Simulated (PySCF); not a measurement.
**Atomic charges by several schemes**

Species: C8H15O (charge +1).
Numbering: `[CH3:1][O:2][C@@H:3]1[CH2:4][C@@:5]1([CH3:6])[C+:7]([CH3:8])[CH3:9]` (hydrogens: H10, H11, H12 on C1; H13 on C3; H14, H15 on C4; H16, H17, H18 on C6; H19, H20, H21 on C8; H22, H23, H24 on C9)

Cartesian coordinates in Å at the GFN2-xTB level; atoms count from 1:
```
atom  x, y, z in Å
C1    -2.9187   -0.8029   -0.5326
O2    -2.2517    0.4181   -0.2352
C3    -1.2568    0.4068    0.6192
C4    -0.4410    1.5938    0.8159
C5     0.3246    0.6495   -0.1205
C6     0.2265    0.9645   -1.5870
C7     1.2778   -0.2348    0.3497
C8     1.4856   -0.5634    1.7757
C9     2.1930   -0.9045   -0.6021
H10   -3.8842   -0.5275   -0.9514
H11   -2.3537   -1.3726   -1.2740
H12   -3.0635   -1.4066    0.3652
H13   -1.2043   -0.4180    1.3270
H14   -0.7841    2.4968    0.3288
H15   -0.0076    1.7691    1.7894
H16    1.0851    1.5578   -1.8984
H17   -0.6733    1.5356   -1.7979
H18    0.2037    0.0616   -2.1946
H19    0.7915   -0.0910    2.4622
H20    2.5004   -0.2682    2.0518
H21    1.4466   -1.6447    1.9156
H22    2.8547   -1.6024   -0.0983
H23    2.7982   -0.1610   -1.1240
H24    1.6393   -1.4361   -1.3768
```

Density: PBE0/pcSseg-1 (PySCF); schemes: Mulliken, IAO, Hirshfeld and ESP-fitted. Isolated species at its GFN2-xTB geometry (one conformer only).

Question: Tabulate the Mulliken, IAO, Hirshfeld and ESP-fitted charges.

Answer: In e:

| atom | environment | Mulliken | IAO | Hirshfeld | ESP-fitted |
| --- | --- | --- | --- | --- | --- |
| C1 | methoxy carbon | -0.047 | -0.216 | -0.005 | -0.240 |
| O2 | ether oxygen | -0.404 | -0.263 | -0.041 | -0.176 |
| C3 | sp3 carbon bound to oxygen | +0.192 | +0.191 | +0.131 | +0.211 |
| C4 | three-membered-ring carbon | +0.031 | -0.257 | -0.041 | -0.308 |
| C5 | three-membered-ring carbon | -0.590 | -0.006 | +0.023 | +0.063 |
| C6 | methyl carbon | -0.094 | -0.433 | -0.109 | -0.477 |
| C7 | formal carbocation centre | -0.242 | +0.181 | +0.124 | +0.366 |
| C8 | methyl carbon | -0.162 | -0.440 | -0.092 | -0.613 |
| C9 | methyl carbon | -0.158 | -0.437 | -0.090 | -0.536 |
| H10 | methyl hydrogen | +0.170 | +0.197 | +0.083 | +0.191 |
| H11 | methyl hydrogen | +0.140 | +0.162 | +0.064 | +0.138 |
| H12 | methyl hydrogen | +0.138 | +0.157 | +0.068 | +0.151 |
| H13 | methine hydrogen | +0.167 | +0.164 | +0.075 | +0.125 |
| H14 | methylene hydrogen | +0.192 | +0.202 | +0.091 | +0.210 |
| H15 | methylene hydrogen | +0.183 | +0.189 | +0.084 | +0.176 |
| H16 | methyl hydrogen | +0.168 | +0.175 | +0.066 | +0.173 |
| H17 | methyl hydrogen | +0.149 | +0.172 | +0.057 | +0.173 |
| H18 | methyl hydrogen | +0.141 | +0.158 | +0.056 | +0.163 |
| H19 | methyl hydrogen | +0.142 | +0.156 | +0.062 | +0.180 |
| H20 | methyl hydrogen | +0.193 | +0.202 | +0.087 | +0.237 |
| H21 | methyl hydrogen | +0.181 | +0.191 | +0.080 | +0.213 |
| H22 | methyl hydrogen | +0.155 | +0.175 | +0.071 | +0.196 |
| H23 | methyl hydrogen | +0.182 | +0.193 | +0.081 | +0.200 |
| H24 | methyl hydrogen | +0.174 | +0.187 | +0.076 | +0.183 |

Mean size of the charges over all atoms: ESP-fitted 0.238 e, IAO 0.213 e, Mulliken 0.183 e, Hirshfeld 0.073 e. Each set sums to the total charge, 1, to within 0.001 e. The ESP scheme is a least-squares fit of atom-centred charges to the potential on four shells outside the van der Waals surface, with the total charge fixed. The Mulliken scheme gives each basis function's population to the atom it is centred on and halves the overlap population of two atoms between them.

Lowest charge. The schemes don't all agree: Mulliken C5 (-0.590); IAO C8 (-0.440); Hirshfeld C6 (-0.109); ESP-fitted C8 (-0.613).

Highest charge. The schemes don't all agree: Mulliken H20 (+0.193); IAO H14 and H20 (+0.202); Hirshfeld C3 (+0.131); ESP-fitted C7 (+0.366).

Question: Sum the charges by element, for elements with more than one atom.

Answer: 
```tsv
element	atoms	Mulliken	IAO	Hirshfeld	ESP-fitted
C	8	-1.069	-1.418	-0.058	-1.535
H	15	+2.473	+2.681	+1.100	+2.711
```

Question: How many electrons does the ESP-fitted scheme count on C6?

Answer: Z − q = 6 − (-0.477) = 6.477.

The run behind these numbers computed NMR shieldings as well. Time: 83 s wall; peak memory 0.96 GiB. Hardware: one thread of an Arm Neoverse V1, no GPU, shared host with 32 logical CPUs at a one-minute load of 31.
